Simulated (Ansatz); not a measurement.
A geometry relaxed with r2SCAN-D4/def2-SVP (Ansatz, a first-principles code), charge 0, multiplicity 1:

```xyz
10

Br     3.6875    -1.5446    -0.0782
H     -1.2101     1.0736     0.9901
H     -0.5388    -1.3504    -0.8546
H     -2.4048     0.0538     0.1630
C     -1.3725     0.4407     0.1040
C     -0.3779    -0.7088     0.0278
Br     2.2633     2.3606    -0.3661
H     -1.3189     1.0971    -0.7783
H     -0.4143    -1.3642     0.9134
In     1.6865    -0.0578    -0.1211
```

Write the SMILES of this molecule.

`C[CH2][In]([Br])[Br]`
